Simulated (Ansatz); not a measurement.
A nudged elastic band was laid between two geometries of ClH4InO3 (9 atoms, charge 0, multiplicity 1).

Computed with RKS r2SCAN-D4/def2-SVP (Ansatz).

```json
{"movable images": "7", "climbing image": "yes", "spring": "5.0 eV/Å²", "optimiser": "quadratic models (default)", "start path": "through a guess of the saddle point", "force threshold": "0.05 eV/Å", "iteration limit": "60", "end points": "relaxed"}
```

First end point:

```xyz
9
Properties=species:S:1:pos:R:3
In -0.232 -0.111 0.195
Cl -0.317 -1.124 2.338
O 1.604 0.429 -0.467
H 2.252 -0.273 -0.607
O -1.796 -0.217 -1.035
H -2.551 -0.617 -0.579
O 0.160 2.045 0.920
H 1.066 1.928 0.542
H 0.279 2.038 1.882
```

Last end point:

```xyz
9
Properties=species:S:1:pos:R:3
In -0.224 -0.154 0.340
Cl -0.526 -1.033 2.509
O 1.685 0.276 -0.207
H 1.937 -0.002 -1.097
O -1.624 -0.308 -1.075
H -2.444 -0.663 -0.705
O 0.206 2.027 0.963
H 1.090 1.858 0.545
H 0.366 2.097 1.917
```

Problem. What changes between the two ends?

Solution. No bond is made or broken.

Problem. Give the energies along the band, and the barrier.

Solution. The forces met the threshold. The highest image is number 0 of 0 to 8, 0.0 kcal/mol above the first end and 0.6 kcal/mol above the last; the last end lies 0.6 kcal/mol below the first. The highest image is an end point: on this band no image between the ends rises above it. A vibrational analysis next to that end finds imaginary modes (48i cm⁻¹), so it isn't a minimum.

```
image  path coordinate (Å)  energy (kcal/mol)
    0                 0.00                0.0
    1                 0.02                0.0
    2                 0.14                0.0
    3                 0.27               -0.1
    4                 0.40               -0.2
    5                 0.53               -0.3
    6                 0.65               -0.4
    7                 0.78               -0.5
    8                 0.91               -0.6
```

Run time: 5 min on 4 threads of Intel(R) Xeon(R) 6975P-C (Granite Rapids), on a shared host, peak memory 0.25 GiB.
